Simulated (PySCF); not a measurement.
As, charge -1, triplet (in this run its highest filled SCF level lies above zero, so its values depend strongly on the basis, on diffuse functions most of all); B3LYP/cc-pVTZ in PySCF.

PySCF was given this input:
```python
from pyscf import gto, scf, dft

mol = gto.Mole()
mol.atom = '''
    As    0.000000    0.000000    0.000000
'''
mol.basis = 'cc-pvtz'
mol.charge = -1
mol.spin = 2
mol.verbose = 4
mol.build()

mf = dft.UKS(mol)
mf.xc = 'b3lyp'
mf.kernel()
mf.analyze()
```

What the program printed (banner, timings and long lists left out):

```
PySCF version 2.14.0

[INPUT] verbose = 4
[INPUT] num. atoms = 1
[INPUT] num. electrons = 34
[INPUT] charge = -1
[INPUT] spin (= nelec alpha-beta = 2S) = 2
[INPUT] symmetry False subgroup None
[INPUT] Mole.unit = angstrom
[INPUT] Symbol           X                Y                Z      unit          X                Y                Z       unit  Magmom
[...]
nuclear repulsion = 0
number of shells = 10
number of NR pGTOs = 111
number of NR cGTOs = 43
basis = cc-pvtz
ecp = {}

******** <class 'pyscf.dft.uks.UKS'> ********
method = UKS
initial guess = minao
damping factor = 0
level_shift factor = 0
DIIS = <class 'pyscf.scf.diis.CDIIS'>
diis_start_cycle = 1
diis_space = 8
diis_damp = 0
SCF conv_tol = 1e-09
SCF conv_tol_grad = None
SCF max_cycles = 50
direct_scf = True
direct_scf_tol = 1e-13
number electrons alpha = 18  beta = 16
XC library pyscf.dft.libxc version 7.1.2
    S. Lehtola, C. Steigemann, M. J. T. Oliveira, and M. A. L. Marques,  SoftwareX 7, 1–5 (2018)
XC functionals = b3lyp
    P. J. Stephens, F. J. Devlin, C. F. Chabalowski, and M. J. Frisch,  J. Phys. Chem. 98, 11623 (1994)
radial grids:
    Treutler-Ahlrichs [JCP 102, 346 (1995); DOI:10.1063/1.469408] (M4) radial grids

becke partition: Becke, JCP 88, 2547 (1988); DOI:10.1063/1.454033
pruning grids: <function nwchem_prune>
grids dens level: 3
symmetrized grids: False
atomic radii adjust function: <function treutler_atomic_radii_adjust>
small_rho_cutoff = 0
Set gradient conv threshold to 3.16228e-05
tot grids = 20424
init E= -2235.05726108047

cycle= 1 E= -2235.89000303222  delta_E= -0.833  |g|= 0.17  |ddm|= 0.734
cycle= 2 E= -2235.90757784855  delta_E= -0.0176  |g|= 0.0937  |ddm|= 0.614
cycle= 3 E= -2235.91587719532  delta_E= -0.0083  |g|= 0.0441  |ddm|= 0.234
cycle= 4 E= -2235.91638681693  delta_E= -0.00051  |g|= 0.00191  |ddm|= 0.0325
cycle= 5 E= -2235.91638971492  delta_E= -2.9e-06  |g|= 0.000211  |ddm|= 0.00268
cycle= 6 E= -2235.91638976625  delta_E= -5.13e-08  |g|= 3.59e-05  |ddm|= 0.000477
cycle= 7 E= -2235.91638976778  delta_E= -1.54e-09  |g|= 3.12e-06  |ddm|= 9.77e-05
cycle= 8 E= -2235.91638976781  delta_E= -2.91e-11  |g|= 8.32e-07  |ddm|= 1.63e-05
Extra cycle  E= -2235.91638976782  delta_E= -4.09e-12  |g|= 7.28e-07  |ddm|= 5.42e-06
converged SCF energy = -2235.91638976782  <S^2> = 2.0026417  2S+1 = 3.0017606
**** SCF Summaries ****
Total Energy =                       -2235.916389767816781
Nuclear Repulsion Energy =               0.000000000000000
[...]
Two-electron Coulomb Energy =          970.691826148376094
DFT Exchange-Correlation Energy =      -83.260838579432473
**** MO energy ****
                             alpha | beta                alpha | beta
[...]
To work with the spin densities directly, `use mulliken_meta_spin()` only printing them here.

 ** Mulliken spin pop alpha/beta on meta-lowdin orthogonal AOs **
 ** Mulliken Spin Density (per AO)  **
spin_pop of  0 As 1s       -0.00000
spin_pop of  0 As 2s       -0.00000
spin_pop of  0 As 3s        0.00001
spin_pop of  0 As 4s       -0.00068
spin_pop of  0 As 5s       -0.00003
spin_pop of  0 As 6s       -0.00004
spin_pop of  0 As 2px       0.00000
spin_pop of  0 As 2py       0.00000
spin_pop of  0 As 2pz       0.00000
spin_pop of  0 As 3px       0.00006
spin_pop of  0 As 3py       0.00005
spin_pop of  0 As 3pz       0.00001
spin_pop of  0 As 4px       0.99181
spin_pop of  0 As 4py       0.81541
spin_pop of  0 As 4pz       0.18423
spin_pop of  0 As 5px       0.00652
spin_pop of  0 As 5py       0.00434
spin_pop of  0 As 5pz      -0.00349
spin_pop of  0 As 6px       0.00022
spin_pop of  0 As 6py       0.00017
spin_pop of  0 As 6pz       0.00002
spin_pop of  0 As 3dxy     -0.00011
spin_pop of  0 As 3dyz     -0.00006
spin_pop of  0 As 3dz^2    -0.00006
spin_pop of  0 As 3dxz     -0.00007
spin_pop of  0 As 3dx2-y2   -0.00011
spin_pop of  0 As 4dxy      0.00010
spin_pop of  0 As 4dyz      0.00039
spin_pop of  0 As 4dz^2     0.00045
spin_pop of  0 As 4dxz      0.00007
spin_pop of  0 As 4dx2-y2    0.00012
spin_pop of  0 As 5dxy      0.00001
spin_pop of  0 As 5dyz      0.00001
spin_pop of  0 As 5dz^2     0.00000
spin_pop of  0 As 5dxz      0.00001
spin_pop of  0 As 5dx2-y2    0.00001
spin_pop of  0 As 4f-3      0.00001
spin_pop of  0 As 4f-2      0.00007
spin_pop of  0 As 4f-1      0.00019
spin_pop of  0 As 4f+0      0.00019
spin_pop of  0 As 4f+1      0.00011
spin_pop of  0 As 4f+2      0.00007
spin_pop of  0 As 4f+3      0.00001
 ** Mulliken Spin Density (per atom)  **
spin density of  0 As =      2.00000
 ** Mulliken pop alpha/beta on meta-lowdin orthogonal AOs **
 ** Mulliken pop       alpha | beta **
In total            18.00000 | 16.00000
 ** Mulliken atomic charges   ( Nelec_alpha | Nelec_beta ) **
charge of  0As =     -1.00000  (    18.00000     16.00000 )

WARN: System has nonzero charge -1; the dipole moment is origin-dependent.
Location of origin: [0. 0. 0.]

Dipole moment(X, Y, Z, Debye):  0.00000,  0.00000,  0.00000
```
